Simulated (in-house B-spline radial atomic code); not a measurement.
Orbital energies and mean radii along the 21-electron series, configuration 1s2 2s2 2p6 3s2 3p6 3d3/2(3). The effective charge is n√(-2ε), a non-relativistic measure. Computed with a radial B-spline atomic code at the basis-set limit: Dirac-Hartree-Fock, jj configuration that fills j = l - 1/2 first, finite nuclei.

```csv
ion,Z,energy of 1s1/2 (Eh),mean radius of 1s1/2 (bohr),energy of 3s1/2 (Eh),mean radius of 3s1/2 (bohr),energy of 2p3/2 (Eh),mean radius of 2p3/2 (bohr),energy of 3p3/2 (Eh),mean radius of 3p3/2 (bohr),effective charge of 1s1/2
La36+,57,-1506.3,0.025062,-107.54,0.26673,-269.4,0.095007,-98.271,0.26472,54.887
Ce37+,58,-1565.43,0.024567,-112.83,0.26082,-281.19,0.093172,-103.1,0.259,55.954
Pr38+,59,-1625.88,0.024088,-118.26,0.25515,-293.23,0.091403,-108.04,0.25351,57.024
Nd39+,60,-1687.65,0.023623,-123.82,0.24968,-305.53,0.089698,-113.1,0.24824,58.097
Pm40+,61,-1750.77,0.023173,-129.53,0.24441,-318.1,0.088052,-118.28,0.24318,59.174
Sm41+,62,-1815.25,0.022737,-135.38,0.23934,-330.92,0.086462,-123.58,0.23831,60.254
Eu42+,63,-1881.11,0.022313,-141.38,0.23444,-344,0.084926,-128.99,0.23362,61.337
Gd43+,64,-1948.36,0.021902,-147.52,0.22971,-357.34,0.083442,-134.52,0.22911,62.424
Tb44+,65,-2017.04,0.021501,-153.82,0.22514,-370.94,0.082005,-140.17,0.22476,63.514
Dy45+,66,-2087.11,0.021113,-160.26,0.22072,-384.8,0.080615,-145.94,0.22057,64.608
Ho46+,67,-2158.65,0.020734,-166.85,0.21644,-398.92,0.079268,-151.83,0.21652,65.706
Er47+,68,-2231.65,0.020366,-173.6,0.2123,-413.31,0.077964,-157.84,0.21261,66.808
Tm48+,69,-2306.15,0.020007,-180.5,0.20829,-427.96,0.076699,-163.96,0.20884,67.914
Yb49+,70,-2382.13,0.019658,-187.56,0.2044,-442.87,0.075472,-170.21,0.20518,69.024
Lu50+,71,-2459.64,0.019317,-194.77,0.20062,-458.04,0.074281,-176.58,0.20165,70.138
```

(1) How does the screening of 1s1/2 change?

Results:

(1) Z less the effective charge goes from 2.11 at Z = 57 to 0.86 at Z = 71.
